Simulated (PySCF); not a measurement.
Cartesian coordinates in Å; atom numbers follow the order of the lines, from 1:
```xyz
15

C    -1.192    1.509    0.502
C    -0.371    0.296    0.194
C    -1.125   -0.989    0.053
C     0.951    0.350    0.074
F     1.602    1.542    0.212
C     1.906   -0.772   -0.205
F     1.749   -1.807    0.690
H    -0.569    2.389    0.624
H    -1.759    1.347    1.417
H    -1.903    1.689   -0.304
H    -1.470   -1.317    1.033
H    -0.515   -1.779   -0.371
H    -2.000   -0.838   -0.576
H     1.757   -1.202   -1.204
H     2.934   -0.411   -0.102
```

Geometry: GFN2-xTB; GIAO shifts from PySCF, gas phase, non-relativistic, averaged over equivalent atoms.

At HSE06/6-31++G** (174 basis functions, of the order of 100 core-seconds):
```json
{"atoms": "C4", "δ (ppm)": "150.5"}
{"atoms": "C2", "δ (ppm)": "118.8"}
{"atoms": "C6", "δ (ppm)": "79.8"}
{"atoms": "C3", "δ (ppm)": "19.1"}
{"atoms": "C1", "δ (ppm)": "18.0"}
{"atoms": "F5", "δ (ppm)": "-112.3"}
{"atoms": "F7", "δ (ppm)": "-221.7"}
{"atoms": "H14/H15", "δ (ppm)": "5.38"}
{"atoms": "H8/H9/H10", "δ (ppm)": "1.88"}
{"atoms": "H11/H12/H13", "δ (ppm)": "1.83"}
```

Scale: $^{13}$C (σref 197.90), $^{1}$H (σref 31.85) against TMS; $^{19}$F (σref 189.68) against CFCl3 (reference shieldings calculated alike).

Predict the values at PBE0/aug-pcSseg-1 on the same geometry.

Results:


```tsv
atoms	δ at PBE0/aug-pcSseg-1	change
C4	162.3	+11.8
C2	128.5	+9.7
C6	84.1	+4.3
C3	20.1	+1.0
C1	18.5	+0.5
F5	-122.4	-10.1
F7	-239.9	-18.2
H14/H15	5.38	+0.00
H8/H9/H10	1.91	+0.03
H11/H12/H13	1.82	-0.01
```

Referencing at the same level of theory: $^{13}$C (σ = 187.35 ppm), $^{1}$H (σ = 31.66 ppm) against TMS; $^{19}$F (σ = 165.60 ppm) against CFCl3.

The largest change is at F7 (fluorine on an sp3 carbon). Cost: 254 basis functions, about 90 core-seconds. The order of the carbon signals is the same at both levels.

Unscaled 19F shifts against computed CFCl3 carry errors that often reach 10 to 50 ppm.
